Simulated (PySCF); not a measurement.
**Level sweep**

C2H7BNP.
Atom-mapped SMILES: `[CH3:1][B@@H-:2]([PH3+:3])[C:4]#[N:5]` (hydrogens: H6, H7, H8 on C1; H9 on B2; H10, H11, H12 on P3)

PySCF, dipoles from the SCF density, polarisabilities from static response with core orbitals frozen. Geometry: PBE0-D3(BJ)/def2-SVP; no solvent, vibrations or thermal averaging.

Compare the levels for these properties.

```csv
level,μ (D),α (Å³),anisotropy (Å³)
LDA/def2-SVPD,6.439,11.24,3.15
PBE/def2-SVPD,6.322,11.06,3.12
B3LYP/def2-SVPD,6.460,10.71,2.86
PBE0/def2-SVPD,6.504,10.62,2.84
BHandHLYP/def2-SVPD,6.636,10.30,2.62
CAM-B3LYP/def2-SVPD,6.595,10.50,2.67
wB97X-D/def2-SVPD,6.584,10.53,2.70
LC-wPBE/def2-SVPD,6.687,10.23,2.55
HF/def2-SVPD,6.832,9.89,2.37
PBE0/6-31G*,6.400,8.90,2.85
PBE0/6-31+G*,6.644,9.99,2.98
PBE0/def2-SVP,6.423,9.09,2.58
PBE0/aug-cc-pVDZ,6.514,10.85,2.95
PBE0/def2-TZVP,6.462,10.24,2.96
PBE0/def2-TZVPD,6.455,10.84,2.96
```

The anisotropy is √(½[(α1 − α2)² + (α2 − α3)² + (α3 − α1)²]). The dipole runs from 6.32 D (PBE/def2-SVPD) to 6.83 D (HF/def2-SVPD). No reference polarisability is at hand; against PBE0 in the largest diffuse basis at hand (def2-TZVPD) the other PBE0 rows deviate by 6-31G* -18%, 6-31+G* -8%, def2-SVP -16%, def2-SVPD -2%, aug-cc-pVDZ 0%, def2-TZVP -5%. In one basis (def2-SVPD) the functionals order the polarisability from HF (lowest) to LDA (highest), a spread of 14%. With PBE0 the polarisability is 9.41 Å³ without diffuse functions (mean of 6-31G*, def2-SVP and def2-TZVP) and 10.57 Å³ with them (mean of 6-31+G*, def2-SVPD, aug-cc-pVDZ and def2-TZVPD).
